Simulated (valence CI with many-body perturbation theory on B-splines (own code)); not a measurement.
Pd24+ in brief

Method: relativistic CI+MBPT: four valence electrons over a frozen Dirac-Fock core [Ar], a basis of 9 s, 9 p, 10 d, 8 f, 5 g, 3 h, 1 i functions for each j, with the one-electron correlation potential Σ1, the two-electron term Σ2, the three-electron term Σ3, Breit, model QED; selected CI, second order for the rest (own B-spline code, finite nucleus).

No measured levels were compared; by estimate terms of the open shell hold to 2 to 4 % of their energy, and close levels can change places. Core correlation moves these levels by up to 9600 cm⁻¹, and in measured spectra 5 to 20 % of such shifts remained as error; rates that hang on mixing are uncertain with them. Only levels of the ground parity were solved; by the run's estimate the other parity begins above the list, which can be wrong where configurations are misplaced.

Names give the largest LS component (configuration and term), which can be under half, so a name can repeat, a term be missing and a line seem to break the LS rules; names also repeat where a configuration has a term twice.

Rates and lifetimes use the calculated energies. Strong lines usually hold to 10 to 20 %, long lifetimes can be off by a factor of two.

**Question.** What is the ground level?

**Answer.** 3d4 5D_0, composition 63 % 3d4 5D + 33 % 3d4 3P + 3 % 3d4 1S.

**Question.** How is the term 5D of the ground level split?

**Answer.** J = 0 at 0.000, J = 1 at 2.883, J = 2 at 5.287, J = 3 at 7.108, J = 4 at 8.199 eV.

**Question.** How well does LS coupling describe the low levels?

**Answer.** Among the lowest 20 levels the leading LS term, summed over configurations, holds 64 % on average. For single configurations the figures are 64 % in LS and 68 % in jj coupling. Terms mix most in the J = 2 level at 24.044 eV, where the leading one holds 36 %.

**Question.** What is the ionisation energy?

**Answer.** 1218.3 eV; NIST lists 1218 ± 4 eV (theoretical).
